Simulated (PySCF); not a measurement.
# Spin-rotation constants: SMILES C(CC)N1CCC=N1, C6H12N2

Geometry (Å), atoms numbered from 1 in this order:
```xyz
20

C     3.1461    0.0544   -0.4688
C     1.7199   -0.4787   -0.4956
C     0.7039    0.6464   -0.2979
N    -0.6446    0.1666   -0.4296
C    -1.2513   -0.6146    0.6546
C    -2.7551   -0.3737    0.4604
C    -2.7200    0.7267   -0.5743
N    -1.5496    0.9914   -0.9914
H     3.2956    0.7834   -1.2619
H     3.3550    0.5377    0.4831
H     3.8576   -0.7561   -0.6059
H     1.5229   -0.9653   -1.4519
H     1.5944   -1.2234    0.2927
H     0.8627    1.1146    0.6882
H     0.8395    1.4096   -1.0667
H    -0.9717   -1.6651    0.5539
H    -0.8952   -0.2483    1.6276
H    -3.2684   -0.0647    1.3717
H    -3.2627   -1.2562    0.0654
H    -3.5842    1.2259   -0.9663
```

Method used: GIAO PBE0/pcSseg-1 magnetisability, rotational g tensor and spin-rotation constants, non-relativistic, gas phase in PySCF. Geometry: GFN2-xTB.

**Question.** Give the nuclear spin-rotation constants along the inertial axes (H = +C I·J) beside the isotropic shieldings.

**Answer.** Rotational constants 6.1924, 1.0530, 0.9462 GHz. A star marks the isotopologue with that one atom substituted, in its own axes.
| atom | isotope | Caa (kHz) | Cbb (kHz) | Ccc (kHz) | mean (kHz) | σ (ppm) |
| --- | --- | --- | --- | --- | --- | --- |
| N4 | 14N | 0.588 | 0.089 | 0.099 | 0.259 | 110.2 |
| N8 | 14N | 1.847 | 0.242 | 0.072 | 0.721 | -132.1 |
| H9 | 1H | -0.642 | 0.018 | -0.108 | -0.244 | 30.8 |
| H10 | 1H | -0.662 | -0.115 | 0.013 | -0.255 | 30.8 |
| H11 | 1H | -0.280 | -0.083 | -0.068 | -0.144 | 30.5 |
| H12 | 1H | -0.644 | -0.114 | 0.024 | -0.245 | 30.1 |
| H13 | 1H | -0.648 | 0.031 | -0.108 | -0.242 | 30.2 |
| H14 | 1H | -0.643 | -0.108 | 0.031 | -0.240 | 29.2 |
| H15 | 1H | -0.554 | 0.053 | -0.106 | -0.202 | 27.9 |
| H16 | 1H | -0.528 | -0.030 | -0.037 | -0.199 | 28.0 |
| H17 | 1H | -0.604 | -0.092 | 0.011 | -0.229 | 29.1 |
| H18 | 1H | -0.383 | -0.094 | -0.020 | -0.166 | 28.9 |
| H19 | 1H | -0.502 | -0.087 | -0.008 | -0.199 | 28.9 |
| H20 | 1H | 0.166 | -0.031 | -0.107 | 0.009 | 25.7 |
| C1 | 13C* | 0.792 | 0.140 | 0.133 | 0.355 | 173.5 |
| C2 | 13C* | 0.972 | 0.178 | 0.138 | 0.429 | 158.7 |
| C3 | 13C* | 1.066 | 0.244 | 0.206 | 0.505 | 125.8 |
| C5 | 13C* | 1.196 | 0.180 | 0.199 | 0.525 | 135.5 |
| C6 | 13C* | 1.038 | 0.149 | 0.189 | 0.459 | 150.0 |
| C7 | 13C* | 1.996 | 0.438 | 0.194 | 0.876 | 54.5 |

For the geometry as given, no vibrational averaging.

**Question.** How do the rotational constants and the g tensor change when H9, H10, H11, H12, H13, H14, H15, H16, H17, H18, H19, H20 are replaced by deuterium?

**Answer.** Constants 4.7262, 0.8817, 0.7968 GHz; g -0.0360, -0.0045, -0.0022, against -0.0468, -0.0054, -0.0025 before.
